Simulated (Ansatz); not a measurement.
GaF, closed-shell singlet (the spin of the measured ground state), most abundant isotopes (18.9984 and 68.9256 u). Constants from fifth-degree fits in 1/R to seven points on the lowest solution found; no spin–orbit coupling, no relativity up to Kr; ω_e x_e and α_e move by some per cent with the fit.

Correlated levels freeze the inner cores; with def2 sets outer-core shells near the valence are correlated too.

Codes used: Ansatz (an electronic-structure program) with Gaussian orbitals. Each number belongs to the level named beside it.

Total energies (hartree; each atom in its lowest state at that level) and vibrational constants (cm⁻¹):

```
level               E(GaF) at r_e        E(F)         E(Ga)  ω_e  ω_e x_e
------------------  -------------  ----------  ------------  ---  -------
PBE/def2-TZVPP       -2024.415462  -99.669123  -1924.515154  587      3.0
B3LYP/def2-TZVPP     -2024.852878  -99.770147  -1924.861111  602      3.1
wB97M-V/def2-TZVPP   -2024.674060  -99.745271  -1924.704503  620      3.1
CCSD(T)/def2-QZVPP   -2023.557987  -99.651180  -1923.681277  631      3.2
```

**Question.** Work out D_e and D₀ in eV.

**Answer.** 
D_e = E(F) + E(Ga) − E(molecule), times 27.2114 eV; D₀ = D_e − (ω_e/2 − ω_e x_e/4)/8065.54.
- PBE/def2-TZVPP: D_e = 6.291, zero point 0.036, D₀ = 6.255 eV
- B3LYP/def2-TZVPP: D_e = 6.031, zero point 0.037, D₀ = 5.993 eV
- wB97M-V/def2-TZVPP: D_e = 6.103, zero point 0.038, D₀ = 6.065 eV
- CCSD(T)/def2-QZVPP: D_e = 6.137, zero point 0.039, D₀ = 6.098 eV
No counterpoise correction is made.
